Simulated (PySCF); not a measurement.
Species: C3H2NO3 (charge -1).
Atom-mapped SMILES: `[N:1]#[C:2][CH2:3][O:4][C:5](=[O:6])[O-:7]` (hydrogens: H8, H9 on C3)

Torsions of this conformer, `[N:1]#[C:2][CH2:3][O:4][C:5](=[O:6])[O-:7]`: C2–C3–O4–C5 125°, C3–O4–C5–O6 -2°.

The closed-shell ground state was solved at several levels (PySCF, density fitting, gas phase, non-relativistic). One conformer (not necessarily the lowest) at the GFN2-xTB geometry, without solvent, vibrations or thermal averaging. No diffuse functions stand in pcJ-1 and pcSseg-1, which bears on an anion's orbital energies.

```
         level  basis functions  HOMO (eV)  LUMO (eV)  gap (eV)
PBE0/def2-SVPD              165      -2.65       3.94      6.59
 PBE0/pcSseg-1              129      -2.25       4.39      6.64
```

**Question.** Estimate the row for B3LYP/pcJ-1, a basis of 209 functions; the other rows only guide the guess.

**Answer.** HOMO -1.94 eV, LUMO 4.15 eV, gap 6.09 eV.

**Question.** Over all these levels, which gives the widest orbital gap and which the narrowest?

**Answer.** PBE0/pcSseg-1 (global hybrid, 25 % exact exchange) has the widest, 6.64 eV, and B3LYP/pcJ-1 (global hybrid, 20 % exact exchange) the narrowest, 6.09 eV. Functional and basis both differ between the two, so the spread mixes both effects.
